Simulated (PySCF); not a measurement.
**MgPb at ROHF-MP2**

Level: ROHF-MP2. PySCF, scalar-relativistic core potentials, basis sets Mg cc-pVDZ, Pb cc-pVDZ-PP with ECP60.

* state: ³Σ⁻ (triplet), unpaired electrons π ↑↑
* bond length: 2.835 Å
* harmonic wavenumber: 197 cm⁻¹
* force constant: 0.491 mdyn/Å
* rotational constant Be: 0.09755 cm⁻¹
* anharmonicity ωexe: 1.84 cm⁻¹
* vibration–rotation constant αe: 0.000912 cm⁻¹
* well depth De to Mg + Pb: 0.62 eV
* dissociation energy D0: 0.61 eV

Correlated steps freeze 5 core orbitals. Correlated levels converge slowly with the basis: in double zeta they bind strong bonds too weakly, by up to about 1 eV, and carry superposition errors of some tenths. Spin–orbit coupling is left out, which matters for elements this heavy, above all for dissociation energies. The state is the lowest determinant that a PBE0 search found; another state may lie lower at other levels.
